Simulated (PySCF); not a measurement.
Molecule: SMILES CC[N+]([BH3-])(CC)CC, C₆H₁₈BN.

Geometry:
```json
{"atom": "B1", "x (Å)": "-0.140", "y (Å)": "-0.525", "z (Å)": "-1.854"}
{"atom": "N2", "x (Å)": "0.145", "y (Å)": "0.118", "z (Å)": "-0.366"}
{"atom": "C3", "x (Å)": "-0.442", "y (Å)": "-0.736", "z (Å)": "0.702"}
{"atom": "C4", "x (Å)": "-1.948", "y (Å)": "-0.871", "z (Å)": "0.668"}
{"atom": "C5", "x (Å)": "-0.449", "y (Å)": "1.485", "z (Å)": "-0.374"}
{"atom": "C6", "x (Å)": "-0.331", "y (Å)": "2.293", "z (Å)": "0.905"}
{"atom": "C7", "x (Å)": "1.615", "y (Å)": "0.238", "z (Å)": "-0.143"}
{"atom": "C8", "x (Å)": "2.420", "y (Å)": "-1.035", "z (Å)": "-0.297"}
{"atom": "H9", "x (Å)": "-1.311", "y (Å)": "-0.294", "z (Å)": "-2.123"}
{"atom": "H10", "x (Å)": "0.625", "y (Å)": "0.062", "z (Å)": "-2.614"}
{"atom": "H11", "x (Å)": "0.085", "y (Å)": "-1.726", "z (Å)": "-1.783"}
{"atom": "H12", "x (Å)": "-0.110", "y (Å)": "-0.345", "z (Å)": "1.680"}
{"atom": "H13", "x (Å)": "0.011", "y (Å)": "-1.727", "z (Å)": "0.577"}
{"atom": "H14", "x (Å)": "-2.466", "y (Å)": "0.075", "z (Å)": "0.884"}
{"atom": "H15", "x (Å)": "-2.254", "y (Å)": "-1.595", "z (Å)": "1.438"}
{"atom": "H16", "x (Å)": "-2.286", "y (Å)": "-1.240", "z (Å)": "-0.309"}
{"atom": "H17", "x (Å)": "0.028", "y (Å)": "2.007", "z (Å)": "-1.215"}
{"atom": "H18", "x (Å)": "-1.501", "y (Å)": "1.361", "z (Å)": "-0.658"}
{"atom": "H19", "x (Å)": "0.709", "y (Å)": "2.506", "z (Å)": "1.188"}
{"atom": "H20", "x (Å)": "-0.828", "y (Å)": "1.809", "z (Å)": "1.759"}
{"atom": "H21", "x (Å)": "-0.828", "y (Å)": "3.262", "z (Å)": "0.750"}
{"atom": "H22", "x (Å)": "1.773", "y (Å)": "0.656", "z (Å)": "0.866"}
{"atom": "H23", "x (Å)": "1.968", "y (Å)": "0.983", "z (Å)": "-0.871"}
{"atom": "H24", "x (Å)": "2.139", "y (Å)": "-1.807", "z (Å)": "0.433"}
{"atom": "H25", "x (Å)": "3.480", "y (Å)": "-0.795", "z (Å)": "-0.125"}
{"atom": "H26", "x (Å)": "2.313", "y (Å)": "-1.453", "z (Å)": "-1.305"}
```

Geometry PBE0-D3(BJ)/def2-SVP throughout; GIAO in PySCF 2.14, gas phase, one conformer, non-relativistic; equivalent atoms averaged; basis pcSseg-1.

Question: How do the absolute shieldings σ depend on the functional? (ppm; last column core-seconds on shared hosts with different chips, so compare them loosely)

Answer: 
```csv
functional,kind,B1,N2,C3/C5/C7,C4/C6/C8,H12/H13/H17/H18/H22/H23,H9/H10/H11,H14/H15/H16/H19/H20/H21/H24/H25/H26,core-s
HF,Hartree–Fock,124.6,223.7,142.6,180.9,29.47,30.05,30.48,34
BP86,GGA,112.0,184.4,122.7,169.5,28.59,29.24,30.08,100
KT2,GGA,116.0,188.2,127.4,172.9,28.50,29.12,29.99,60
B97-D,GGA,112.9,185.1,123.4,168.4,28.72,29.48,30.19,100
B3LYP,global hybrid,112.0,189.1,123.4,169.0,28.82,29.51,30.19,47
PBE0,global hybrid,116.2,196.9,129.9,174.6,28.74,29.33,30.10,45
mPW1PW91,global hybrid,116.0,196.1,129.1,173.6,28.79,29.41,30.14,70
WP04,global hybrid,107.8,176.2,116.0,160.2,29.06,30.11,30.37,70
wB97X-D,range-separated hybrid,116.6,199.7,130.1,174.4,28.91,29.49,30.20,92
LC-wPBE,range-separated hybrid,118.5,210.2,135.8,179.1,28.92,29.45,30.16,87
```

Question: Which nucleus moves most, in ppm?

Answer: N2 (donor nitrogen of a Lewis adduct): from 176.2 ppm with WP04 to 223.7 ppm with HF. The smallest spread is 0.49 ppm, at H14/H15/H16/H19/H20/H21/H24/H25/H26. Proton shifts span only some 12 ppm, so a few tenths of a ppm matter as much there as several ppm in carbon.
